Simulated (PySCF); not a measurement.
Compound: C5H12Se.
Cartesian coordinates in Å at the PBE0-D3(BJ)/def2-SVP level; atoms count from 1:
```
atom  x, y, z in Å
C1     3.2531    0.0622   -0.2652
Se2    1.7698   -0.8299    0.6098
C3     0.3671    0.3252   -0.1139
C4    -1.0113   -0.0122    0.4463
C5    -2.0244    1.0332   -0.0115
C6    -1.4640   -1.4173    0.0644
H7     3.1422    0.0210   -1.3578
H8     4.1689   -0.4721    0.0208
H9     3.3300    1.1075    0.0655
H10    0.6371    1.3630    0.1369
H11    0.3706    0.2276   -1.2126
H12   -0.9425    0.0410    1.5486
H13   -2.1175    1.0349   -1.1103
H14   -1.7316    2.0470    0.3025
H15   -3.0218    0.8259    0.4060
H16   -0.7550   -2.1858    0.4076
H17   -2.4487   -1.6458    0.4998
H18   -1.5503   -1.5139   -1.0308
```

All values: CAM-B3LYP/def2-SVPD (PySCF, non-relativistic), on one gas-phase PBE0-D3(BJ)/def2-SVP geometry that isn't relaxed in the solvent. The solvent is an IEF-PCM continuum (van der Waals radii × 1.2), and excitations are vertical TDDFT with non-equilibrium linear response and a frozen core. Specific hydrogen bonds and non-electrostatic terms are outside this model. Spin–orbit coupling is left out although an atom past zinc is present.

Gas-phase singlets (H = HOMO, L = LUMO):

```tsv
state	E (eV)	λ (nm)	f	leading configurations
S1	4.674	265	0.001	H→L 79%, H→L+6 10%
S2	5.660	219	0.043	H→L+2 64%, H→L+1 18%
S3	5.688	218	0.001	H→L+1 72%, H→L+2 20%
S4	6.361	195	0.036	H→L+3 93%
S5	6.795	182	0.001	H→L+6 61%, H→L 16%
```

What are the lowest 5 singlets in acetone (ε = 20.49)?

```tsv
state	E (eV)	λ (nm)	f	leading configurations	change by rank (eV)
S1	4.797	258	0.001	H→L 80%	+0.123
S2	5.660	219	0.061	H→L+2 46%, H→L+1 41%	0.000
S3	5.883	211	0.018	H→L+1 51%, H→L+2 38%	+0.195
S4	6.475	191	0.054	H→L+3 95%	+0.114
S5	7.014	177	0.005	H→L+5 37%, H→L+6 35%	+0.219
```

How does the list change in acetonitrile (ε = 35.69)?

| state | E (eV) | λ (nm) | f | leading configurations | change by rank (eV) |
| --- | --- | --- | --- | --- | --- |
| S1 | 4.803 | 258 | 0.001 | H→L 80% | +0.129 |
| S2 | 5.661 | 219 | 0.061 | H→L+1 45%, H→L+2 42% | +0.001 |
| S3 | 5.893 | 210 | 0.019 | H→L+1 47%, H→L+2 43% | +0.205 |
| S4 | 6.480 | 191 | 0.054 | H→L+3 95% | +0.119 |
| S5 | 7.022 | 177 | 0.005 | H→L+5 38%, H→L+6 34% | +0.227 |

The ground-state energy changes by -0.132 eV from gas to acetonitrile. By how much does the total energy of gas-phase S1 change?

E(S1) = E(S0) + excitation energy, so it changes by -0.132 + 0.129 = -0.003 eV: it is lowered less than the ground state, which is what a blue shift means. This is the vertical state, with the slow part of the continuum still set for S0.

How do the frontier levels move from gas to acetonitrile?

```csv
orbital,gas (eV),solvent (eV),change (eV),"Löwdin shares, gas","Löwdin shares, solvent"
LUMO+2,1.40,1.38,-0.02,"Se2 57 %, C6 7 %, C1 6 %, H16 5 %","Se2 35 %, C5 8 %, C6 7 %, C1 6 %"
LUMO+1,1.16,1.26,+0.10,"Se2 47 %, C5 7 %, H10 7 %, H11 6 %",Se2 77 %
LUMO,0.94,0.99,+0.05,"Se2 60 %, C1 8 %, H8 6 %, C3 5 %","Se2 65 %, C1 8 %, C3 6 %, H8 5 %"
HOMO,-7.24,-7.37,-0.13,"Se2 72 %, C1 10 %, C3 9 %","Se2 72 %, C1 10 %, C3 9 %"
HOMO-1,-9.69,-9.67,+0.02,"Se2 50 %, C3 19 %, C1 9 %, C5 4 %","Se2 48 %, C3 19 %, C1 8 %, C5 6 %"
HOMO-2,-10.55,-10.42,+0.13,"Se2 18 %, C1 18 %, C3 17 %, C4 16 %","C3 18 %, C4 17 %, Se2 15 %, C1 15 %"
HOMO-3,-10.71,-10.53,+0.18,"C4 27 %, H12 16 %, C6 14 %, C5 10 %","C4 26 %, H12 15 %, C6 14 %, C5 11 %"
```

The HOMO–LUMO gap goes from 8.18 to 8.36 eV. Rows go by rank; for LUMO, LUMO+1 and LUMO+2 the atom shares or the degeneracy differ between the runs, so the row needn't follow one orbital.
